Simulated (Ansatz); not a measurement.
Z-matrix (Å, degrees):
```
Al
S 1 2.192
Al 1 2.572 2 121.6
O 1 1.694 2 118.8 3 -180.0
H 2 1.345 1 92.2 3 -0.2
F 3 1.659 1 112.8 2 0.9
H 3 1.585 1 131.6 2 -179.1
H 4 0.956 1 125.7 2 -0.1
```

Charge 0, multiplicity 1.

List the CAM-B3LYP/def2-TZVPP orbital energies in eV (the Gaussian-basis code of Ansatz). (Estimate.)

Ansatz gave: Occupied: -2419.56, -1527.03, -1526.85, -672.61, -522.28, -217.63, -162.21, -162.09, -162.04, -115.03, -114.86, -75.77, -75.61, -75.57, -75.54, -75.44, -75.40, -33.31, -28.92, -21.79, -15.98, -14.74, -13.23, -13.16, -13.10, -11.99, -11.58, -11.11, -10.70, -9.05, -8.66. Lowest empty: -1.40, 0.43, 0.71, 1.19, 1.19, 2.20, 3.00, 3.27.
